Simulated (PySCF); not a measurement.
SMILES COCO (CAM-B3LYP/def2-SVP optimised geometry):

```
10

C      1.321    -0.467     0.000
O     -0.084    -0.467     0.000
C     -0.650     0.801     0.000
O     -0.416     1.512    -1.174
H      1.724    -0.001     0.920
H      1.656    -1.512    -0.041
H      1.727     0.078    -0.868
H     -1.727     0.642     0.182
H     -0.232     1.423     0.814
H     -0.838     1.032    -1.899
```

Calculation: CAM-B3LYP/def2-TZVP (PySCF).

Problem. What are the frontier orbital energies and the dipole moment?

Solution. HOMO-2 -10.42 eV, HOMO-1 -10.15 eV, HOMO -9.38 eV, LUMO 1.98 eV, LUMO+1 2.70 eV; dipole moment 0.39 D.

On the same geometry PySCF with PBE/def2-TZVP gives HOMO-2 -7.34 eV, HOMO-1 -6.94 eV, HOMO -6.26 eV, LUMO 0.33 eV, LUMO+1 1.10 eV; dipole moment 0.44 D.

Meta-Löwdin charges at CAM-B3LYP/def2-TZVP: C1 -0.12, O2 -0.40, C3 0.20, O4 -0.54, H5 0.09, H6 0.12, H7 0.11, H8 0.10, H9 0.10, H10 0.34.
